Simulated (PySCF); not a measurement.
Level of theory: PBE0-D4/def2-TZVP in PySCF. All species are isolated molecules in the gas phase. One relaxed conformer stands for a flexible species; it need not be the lowest. Excitations are Tamm–Dancoff values on a coarser integration grid. The basis has no diffuse functions, so Rydberg states are missing or too high.

Reference species (SMILES): `[F][Ga]([F])[F]` (neutral, multiplicity 1).

```json
{
 "S1 oscillator strength": "0.000",
 "brightest of the four lowest singlets (TDA)": "7.83 eV"
}
```

Changed species: `[OH][Ga]([OH])[F]` (H–O–Ga–F torsion 0°, F–Ga–O–H torsion -180°) (2 of 3 F replaced by OH; the reference has 0 of 3 F replaced by OH).

### Question
What does the change do to the S1 oscillator strength and brightest of the four lowest singlets (TDA)?

### Answer
the S1 oscillator strength is nearly the same; the brightest of the four lowest singlets (TDA) falls by 0.60 eV, to 7.23 eV.
